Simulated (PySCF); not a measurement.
Computed properties of InH2I, SMILES [InH2][I]

InH₂I, SMILES [InH2][I]. Coordinates come from a r2SCAN-D4/def2-TZVP optimisation. The def2 effective core potentials stand for the cores of I, In; spin–orbit coupling is left out. One conformer was computed; it need not be the lowest. All values are computed for the isolated molecule unless a solvent is named; none is compared with measurement here.

**Structure.** The optimised structure has C2v symmetry. All 6 harmonic modes at r2SCAN-D4/def2-TZVP (PySCF) are real, so it is a minimum.

**Vibrations.** The strongest infrared lines (harmonic, unscaled, degenerate partners summed) lie at 565 cm⁻¹ (238 km/mol, H 99 %), 1863 cm⁻¹ (227 km/mol, H 99 %), 1848 cm⁻¹ (87 km/mol, H 100 %). The softest mode is at 197 cm⁻¹ and the zero-point energy is 7.7 kcal/mol.

**Electronic structure.** HF/def2-TZVPD (PySCF) places the frontier levels at -9.75 and 0.29 eV, a gap of 10.04 eV, and gives a dipole moment of 2.73 D and a mean polarisability of 71.6 bohr³.

**Excitations.** TDA-CAM-B3LYP/def2-SVPD (PySCF) has S1 at 4.20 eV (295 nm, f = 0.000, dark); the most intense of the 10 singlets computed lies at 7.02 eV (f = 0.69). T1 (TDA) is at 4.08 eV, 0.12 eV under S1. No vertical singlet excitation falls in the visible range (under 3.1 eV).
